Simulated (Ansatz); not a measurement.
System: CHO, net charge 1, singlet state. It need not be the lowest isomer of its formula. SMILES: [C][OH+]
Geometry from a B3LYP-D3(BJ)/def2-TZVP (Ansatz, a first-principles code) optimisation:
```xyz
3

H      0.0000     0.0000    -1.3920
O      0.0000     0.0000    -0.3951
C      0.0000     0.0000     0.7587
```
Charge +1, spin multiplicity 1.

Parts of the frozen-core correlation energy in cc-pVDZ (Ansatz, hartree). Frozen orbitals: 2; correlated occupied orbitals by spin: 5 and 5; virtual: 26 and 26. No spin-orbit coupling. Non-relativistic.

```tsv
term	value
reference (HF)	-112.92638
MP2 opposite-spin	-0.20628
MP2 same-spin	___
CCSD correlation	___
(T)	___
CCSDT minus CCSD(T)	-0.00059
CCSDT(Q) minus CCSD(T)	-0.00144
T1 diagnostic	0.020
largest doubles amplitude	0.091
```

Task: Complete the blanks.

Result: 
- MP2 same-spin, value: -0.07000
- CCSD correlation, value: -0.29270
- (T), value: -0.01026
